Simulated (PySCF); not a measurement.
PySCF 2.14 output of an unrestricted LDA calculation on a single atom or ion in x2c-TZVPall (6s5p4d1f, 48 functions), with the spin-free X2C one-electron Hamiltonian (Gaussian nucleus):

```
SCF conv_tol = 1e-09
number electrons alpha = 13  beta = 9
    P. A. M. Dirac.,  Math. Proc. Cambridge Philos. Soc. 26, 376 (1930)
    F. Bloch.,  Z. Phys. 57, 545 (1929)
    S. H. Vosko, L. Wilk, and M. Nusair.,  Can. J. Phys. 58, 1200 (1980)
cycle= 1 E= -1047.53820986074  delta_E= -0.0087  |g|= 0.0576  |ddm|= 0.129
cycle= 2 E= -1047.53799233163  delta_E= 0.000218  |g|= 0.0643  |ddm|= 0.0562
cycle= 3 E= -1047.53893868701  delta_E= -0.000946  |g|= 0.00122  |ddm|= 0.0307
cycle= 4 E= -1047.53893902425  delta_E= -3.37e-07  |g|= 4.57e-05  |ddm|= 0.000547
cycle= 5 E= -1047.53893902474  delta_E= -4.88e-10  |g|= 1.19e-06  |ddm|= 2.14e-05
converged SCF energy = -1047.53893902474  <S^2> = 6.0002497  2S+1 = 5.0000999
```

The run itself started from symmetry-adapted Hartree-Fock orbitals and held the occupation by maximum overlap, on a logarithmic radial grid, so the iterations belong to that start.

Problem. Which element, charge and spin multiplicity is this?

Solution. Cr²⁺ (chromium, charge +2), multiplicity 5; the state was [Ar] 3d4, high-spin 5D determinant.
